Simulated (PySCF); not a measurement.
A series of substituents X on one scaffold: SiH2(OH)-X. Gas-phase values, no solvent. One relaxed conformer stands for each flexible species; it need not be the lowest. Strings in code marks are SMILES. In the def2 sets, heavy atoms carry core potentials. All members: neutral, multiplicity 1. Level: PBE-D3(BJ)/def2-TZVP // PBE0-D4/def2-TZVP (PySCF). Delta-SCF ions had no search for a lower state.  The removal energy is E(N − 1 electrons) − E(N electrons) at the parent's geometry; ε(HOMO) is measured against the vacuum level.

```json
[
 {"species": "`CN(C)[SiH2]O` (C–N–Si–O torsion -73°, N–Si–O–H torsion -68°)", "−ε(HOMO) (eV)": "5.24", "vertical ionisation energy (Delta-SCF) (eV)": "8.38"},
 {"species": "`OC[SiH2]O`", "−ε(HOMO) (eV)": "6.02", "vertical ionisation energy (Delta-SCF) (eV)": "withheld"},
 {"species": "`O[SiH2][SeH]` (H–O–Si–Se torsion 47°, O–Si–Se–H torsion -98°)", "−ε(HOMO) (eV)": "6.12", "vertical ionisation energy (Delta-SCF) (eV)": "9.41"},
 {"species": "`CC#C[SiH2]O` (C–Si–O–H torsion 51°)", "−ε(HOMO) (eV)": "6.52", "vertical ionisation energy (Delta-SCF) (eV)": "9.44"},
 {"species": "`O[SiH2]I` (H–O–Si–I torsion 54°)", "−ε(HOMO) (eV)": "6.55", "vertical ionisation energy (Delta-SCF) (eV)": "9.68"},
 {"species": "`C=C[SiH2]O` (C–C–Si–O torsion -6°, C–Si–O–H torsion -73°)", "−ε(HOMO) (eV)": "6.82", "vertical ionisation energy (Delta-SCF) (eV)": "9.84"},
 {"species": "`O[SiH2]Br` (H–O–Si–Br torsion 58°)", "−ε(HOMO) (eV)": "7.12", "vertical ionisation energy (Delta-SCF) (eV)": "10.34"}
]
```

**Question.** Fit vertical ionisation energy (Delta-SCF) = a + b·x to the 6 complete rows by least squares, with x = −ε(HOMO) in eV. Give a, b and the rms residual, and predict the withheld value.

**Answer.** Means of the 6 rows: x̄ = 6.395, ȳ = 9.515 eV. Σ(x − x̄)² = 2.1555 and Σ(x − x̄)(y − ȳ) = 2.0922, so b = 0.971 and a = ȳ − b·x̄ = 3.305 eV. The rms residual is 0.121 eV. At x = 6.02 the line gives 9.15 eV. The run for `OC[SiH2]O` gave 9.38 eV, so the line is off by 0.23 eV, within twice the rms residual.

Codes: PySCF.
